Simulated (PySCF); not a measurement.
PySCF input for Ta(O)(F)(OH)2 (FH2O3Ta), SMILES [O]=[Ta]([OH])([OH])[F], multiplicity 1, B3LYP-D3(BJ)/def2-SVP. Coordinates come from a B3LYP-D3(BJ)/def2-SVP optimisation. The spin state was assumed, not searched. The structure was generated by enumeration; whether it is a known compound was not checked. The def2 effective core potentials stand for the cores of Ta; spin–orbit coupling is left out. Other conformers were not sampled.

```python
import numpy as np
from pyscf import gto, scf, dft, df
from pyscf.hessian import thermo

mol = gto.M(
    atom='''
    Ta    0.01144076   -0.01129064   -0.00000000
    O     1.74026905    0.05500174   -0.00000001
    F    -0.51108726   -1.83715615    0.00000003
    O    -0.61189644    0.89023923   -1.56187174
    H    -0.18359987    1.33739029   -2.30104903
    O    -0.61189642    0.89023926    1.56187174
    H    -0.18359985    1.33739033    2.30104901
    ''',
    basis='def2-SVP',
    ecp={'Ta': 'def2-svp'},
    charge=0,
    spin=0,
    max_memory=1600,
    verbose=3,
)
mf = dft.RKS(mol, xc='b3lyp').density_fit(auxbasis='def2-universal-jkfit')
mf.disp = 'd3bj'
mf.grids.level = 3
mf.conv_tol = 1e-11
mf.max_cycle = 100
mf.kernel()

# [left out here: the lines that compute and print the analytic Hessian (its translational invariance restored by hand, since the grid's response is missing), thermochemistry and intensities]
```

Log of the run:

```
converged SCF energy = -383.767180652605

WARN: DFTD3 does not support analytical Hessian, using finite difference


WARN: Mole.unit (angstrom) is changed to Bohr

Mode                                 0                   1                   2
Irrep
Freq [cm^-1]                      169.8850            178.4707            190.9889
Reduced mass [au]                   9.2095              5.1079              5.7806
Force const [Dyne/A]                0.1566              0.0959              0.1242
Char temp [K]                     244.4266            256.7796            274.7905
Normal mode                   x     y     z       x     y     z       x     y     z
       0  Ta                -0.00  0.00 -0.02    0.02  0.02  0.00   -0.02  0.01  0.00
       1   O                -0.00 -0.00  0.02    0.02 -0.03  0.00   -0.03 -0.03  0.00
       2   F                 0.00  0.00  0.17   -0.08  0.06 -0.00    0.08 -0.01 -0.00
       3   O                 0.02  0.09  0.01   -0.05 -0.11 -0.05    0.09 -0.04 -0.09
       4   H                 0.02  0.16  0.05   -0.13 -0.20 -0.14    0.19 -0.14 -0.09
       5   O                -0.02 -0.09  0.01   -0.05 -0.11  0.05    0.09 -0.04  0.09
       6   H                -0.02 -0.16  0.05   -0.13 -0.20  0.14    0.19 -0.14  0.09
Mode                                 3                   4                   5
Irrep
Freq [cm^-1]                      224.5481            229.8095            377.9672
Reduced mass [au]                   4.0165              6.6734              1.1890
Force const [Dyne/A]                0.1193              0.2077              0.1001
Char temp [K]                     323.0747            330.6447            543.8106
Normal mode                   x     y     z       x     y     z       x     y     z
       0  Ta                 0.00  0.00 -0.02    0.00 -0.01 -0.00   -0.00  0.00 -0.00
       1   O                 0.00 -0.00  0.18   -0.01  0.18  0.00   -0.00 -0.00  0.04
       2   F                 0.00 -0.00 -0.01   -0.10  0.01  0.00    0.00  0.00  0.00
       3   O                -0.08 -0.02  0.00    0.05 -0.03 -0.03   -0.01  0.06  0.03
       4   H                -0.28  0.14 -0.02    0.14  0.12  0.12   -0.03 -0.54 -0.35
       5   O                 0.08  0.02  0.00    0.05 -0.03  0.03    0.01 -0.06  0.03
       6   H                 0.28 -0.14 -0.02    0.14  0.12 -0.12    0.03  0.54 -0.35
Mode                                 6                   7                   8
Irrep
Freq [cm^-1]                      378.9872            491.4164            501.9404
Reduced mass [au]                   1.2468              1.4497              1.3300
Force const [Dyne/A]                0.1055              0.2063              0.1974
Char temp [K]                     545.2782            707.0388            722.1805
Normal mode                   x     y     z       x     y     z       x     y     z
       0  Ta                -0.00  0.01  0.00    0.00  0.00  0.00    0.01  0.00  0.00
       1   O                -0.00 -0.06 -0.00    0.00 -0.00 -0.05    0.01 -0.04  0.00
       2   F                 0.02  0.01 -0.00    0.00 -0.00 -0.00    0.01  0.02 -0.00
       3   O                 0.01 -0.05 -0.03    0.09 -0.02  0.04   -0.08 -0.00 -0.03
       4   H                -0.18  0.56  0.23   -0.52  0.11 -0.23    0.53 -0.01  0.30
       5   O                 0.01 -0.05  0.03   -0.09  0.02  0.04   -0.08 -0.00  0.03
       6   H                -0.18  0.55 -0.23    0.52 -0.11 -0.23    0.53 -0.01 -0.30
Mode                                 9                  10                  11
Irrep
Freq [cm^-1]                      679.5491            728.7120            730.2389
Reduced mass [au]                  19.8204              5.8255              6.6129
Force const [Dyne/A]                5.3927              1.8226              2.0776
Char temp [K]                     977.7199           1048.4543           1050.6512
Normal mode                   x     y     z       x     y     z       x     y     z
       0  Ta                -0.01 -0.02  0.00    0.00 -0.00  0.03   -0.01  0.02  0.00
       1   O                -0.00  0.01 -0.00   -0.00  0.00 -0.02    0.01 -0.01 -0.00
       2   F                 0.06  0.21 -0.00   -0.00 -0.00 -0.01    0.00 -0.00 -0.00
       3   O                 0.01  0.00  0.01   -0.03  0.07 -0.13    0.04 -0.08  0.13
       4   H                -0.03 -0.01 -0.02   -0.14  0.11 -0.17    0.11 -0.08  0.17
       5   O                 0.01  0.00 -0.01    0.03 -0.07 -0.13    0.04 -0.08 -0.13
       6   H                -0.03 -0.01  0.02    0.14 -0.11 -0.17    0.11 -0.08 -0.17
Mode                                12                  13                  14
Irrep
Freq [cm^-1]                      997.4137           3888.3475           3892.9354
Reduced mass [au]                  17.1029              1.0677              1.0685
Force const [Dyne/A]               10.0247              9.5108              9.5409
Char temp [K]                    1435.0562           5594.4663           5601.0674
Normal mode                   x     y     z       x     y     z       x     y     z
       0  Ta                 0.02  0.00 -0.00   -0.00  0.00 -0.00    0.00 -0.00 -0.00
       1   O                -0.24 -0.01 -0.00    0.00  0.00 -0.00    0.00 -0.00  0.00
       2   F                -0.00  0.01 -0.00   -0.00 -0.00  0.00   -0.00 -0.00  0.00
       3   O                 0.00 -0.01  0.01   -0.02 -0.02  0.03    0.02  0.02 -0.03
       4   H                 0.00 -0.01  0.01    0.30  0.32 -0.53   -0.30 -0.32  0.53
       5   O                 0.00 -0.01 -0.01    0.02  0.02  0.03    0.02  0.02  0.03
       6   H                 0.00 -0.01 -0.01   -0.30 -0.32 -0.53   -0.30 -0.32 -0.53
temperature 298.1500 [K]
pressure 101325.00 [Pa]
Rotational constants [GHz] 3.27857 3.18747 2.77881
Symmetry number 1
Zero-point energy (ZPE) 0.03112 [Eh]   81712.181 [J/mol]
                           tot       elec      trans        rot        vib
Entropy [J/mol/K]       353.350      0.000    177.606    112.158     63.586
Cv [J/mol/K]             98.344      0.000     12.472     12.472     73.401
Cp [J/mol/K]            106.659      0.000     20.786     12.472     73.401
Internal energy [J/mol]                      3718.434   3718.434  92987.404
Internal energy [Eh]   -383.72893  -383.76718
Enthalpy [J/mol]                             6197.391   3718.434  92987.404
Enthalpy [Eh]          -383.72799
Gibbs free energy [J/mol]                  -46755.760 -29721.440  74029.259
Gibbs free energy [Eh] -383.76811
static polarisability / bohr^3: [[40.019 -0.569 -0.   ]
 [-0.569 37.226 -0.   ]
 [ 0.     0.    43.909]]
largest difference of analytic and finite-field dipole derivatives / e: 0.0010799872794784449
mode   freq/cm-1   IR/(km/mol)   Raman/(A^4/amu)   depolarisation
   1      169.88         5.857             0.973            0.750
   2      178.47         0.088             1.616            0.678
   3      190.99         0.498             1.026            0.660
   4      224.55        16.423             3.887            0.750
   5      229.81         6.938             2.292            0.718
   6      377.97        85.301             1.350            0.750
   7      378.99       256.087             3.131            0.748
   8      491.42       101.806             1.274            0.750
   9      501.94       195.371             1.135            0.748
  10      679.55       114.470             2.104            0.036
  11      728.71       129.580             1.292            0.750
  12      730.24        59.694             9.832            0.072
  13      997.41       133.580            17.865            0.046
  14     3888.35       351.220            63.570            0.750
  15     3892.94       120.492           152.949            0.151
max |gradient| / (hartree/bohr): 0.0001181121932962218
APT charges: [ 2.5406 -0.8056 -0.637  -0.9182  0.3692 -0.9182  0.3692]
```

The calculation finished and met its thresholds.
